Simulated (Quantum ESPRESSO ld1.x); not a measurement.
Question: Coherent X-ray form factor from a spherical all-electron density. Method: Dirac Kohn-Sham, exchange-only B88, spin-unpolarised, spherical densities, point nucleus; computed with ld1.x of Quantum ESPRESSO 7.5.

sin(theta)/lambda (1/angstrom),f0 (electrons)
0.05,33.433
0.1,31.916
0.15,29.876
0.2,27.724
0.25,25.706
0.3,23.906
0.4,20.861
0.5,18.260
0.6,15.914
0.8,11.999
1,9.285
1.25,7.304
1.5,6.227
2,4.928

The species is in the configuration that NIST lists as its ground one. Which atom or ion scatters so?

Answer: The bromine ion Br+, [Ar] 3d10 4s2 4p4. Extrapolating in s^2 from the first two rows gives f0(0) = 33.9, near the electron count 34; among species with that count, the fall with angle is slower the higher Z, and the table is that of Z = 35; from so few rows the species is fixed only to a neighbour or two.
